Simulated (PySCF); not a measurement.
## Krypton: highly charged ions in a basis for the neutral atom

Kr¹²⁺ [Ar] 3d6, Kr¹³⁺ [Ar] 3d5. All numbers are calculated (PySCF 2.14, the non-relativistic Hamiltonian (point nucleus), in 6-31G*). No spin-orbit coupling, so a gap to NIST mixes the basis error with missing relativistic terms.

Changed run: basis of the neutral atom used for a highly charged ion. This setting is unsound on purpose.

```tsv
species	method	sound run (hartree)	changed run (hartree)	converged
Kr¹²⁺	UHF	not run	-2690.71139	yes
Kr¹²⁺	B3LYP	not run	-2691.81579	yes
Kr¹²⁺	BP86	not run	-2692.08450	yes
Kr¹³⁺	UHF	not run	-2676.13957	yes
Kr¹³⁺	B3LYP	not run	-2677.13541	yes
Kr¹³⁺	BP86	not run	-2677.39361	yes
```

Ionisation energy of Kr¹²⁺:

| method | changed run (eV) | NIST (eV) |
| --- | --- | --- |
| UHF | 396.52 | 391 ± 4 |
| B3LYP | 399.47 | 391 ± 4 |
| BP86 | 399.76 | 391 ± 4 |

The contracted functions were made for the neutral atom and can be too rigid for a highly charged ion.
